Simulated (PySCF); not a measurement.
## In: excitation energy

In [Kr] 4d10 5s2 5p1 (2P) → In [Kr] 4d10 5s1 5p2, s spin flipped, as a difference of total energies. All numbers are calculated (PySCF 2.14, scalar relativity by spin-free X2C-1e, in aug-cc-pwCVTZ-DK3). Correlated levels: valence: [Kr] 4d10 frozen; valence and next inner shell: [Ar] 3d10 frozen. The calculations carry no spin-orbit coupling.

```tsv
method	excitation energy (cm⁻¹)
UHF	49401
LDA	47377
PBE	46216
PBE0	47375
r2SCAN	47090
M06-2X	46331
PW91	46430
CAM-B3LYP	49566
MP2 (valence)	47068
SCS-MP2 (valence)	46976
MP2 (valence and next inner shell)	49089
SCS-MP2 (valence and next inner shell)	48612
```

The upper determinant mixes two multiplicities, so it lies between the two terms.

The upper state lies above the first ionisation limit, where it may autoionise and the basis confines it.
